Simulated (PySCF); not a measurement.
BeH₂OS. Atoms are numbered in the order given.

```xyz
5

Be    -0.0167    -0.6408     0.0433
O     -0.1229    -2.0449     0.1604
H      0.0372    -2.7223    -0.4891
S      0.1357     1.2652    -0.0369
H     -1.1581     1.4023    -0.3778
```

Coordinates come from a PBE0-D3(BJ)/def2-TZVP optimisation. The values are those of a single conformer.

All values below come from ωB97X/def2-TZVPD in PySCF.

The molecule is in vacuum.

The total energy comes out as -489.49478 hartree. The highest occupied level is -9.95 eV and the lowest empty level is 0.96 eV. The orbital gap comes out as 10.91 eV. The dipole moment is 1.81 D and the quadrupole, principal values (traceless, Buckingham form, about the centre of nuclear charge) comes out as -7.46, 1.97, 5.49 D·Å. The mean static polarisability is 40.8 bohr³ (6.04 Å³) and the polarisability, principal values comes out as 36.3, 37.0, 49.0 bohr³.
